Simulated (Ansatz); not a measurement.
Cl₂I₂Ti (`[Cl][Ti]([Cl])([I])[I]`). Charge 0, multiplicity 1. I takes the def2 core potential. Geometry: relaxed with PBE0-D4/def2-TZVP.

```xyz
5

Cl    2.075   -0.189    0.757
Ti    0.067    0.069    0.004
Cl   -0.234    2.104   -0.660
I    -0.314   -1.512   -1.934
I    -1.594   -0.472    1.833
```

**Question.** What is the dipole moment at r2SCAN/def2-TZVPP? (An estimate is asked.)

**Answer.** The calculation gave: 0.56 D, with components (-0.39, -0.40, -0.02) D in this frame, pointing from negative to positive charge.

**Question.** And with PBE, B3LYP, ωB97M-V? (Estimate.)

**Answer.** Computed: PBE 0.60 D, B3LYP 0.57 D, ωB97M-V 0.33 D.

**Question.** Give the Mulliken charges with r2SCAN, ωB97M-V, B3LYP in def2-TZVPP. (An estimate is asked.)

**Answer.** Ansatz gave: 
```json
{"atom": "Cl1", "r2SCAN": "-0.18", "ωB97M-V": "-0.12", "B3LYP": "-0.18"}
{"atom": "Ti2", "r2SCAN": "0.39", "ωB97M-V": "0.17", "B3LYP": "0.37"}
{"atom": "Cl3", "r2SCAN": "-0.18", "ωB97M-V": "-0.12", "B3LYP": "-0.18"}
{"atom": "I4", "r2SCAN": "-0.02", "ωB97M-V": "0.04", "B3LYP": "-0.01"}
{"atom": "I5", "r2SCAN": "-0.02", "ωB97M-V": "0.04", "B3LYP": "-0.01"}
```

B3LYP here is the variant with VWN-RPA as its local correlation; programs differ in this.
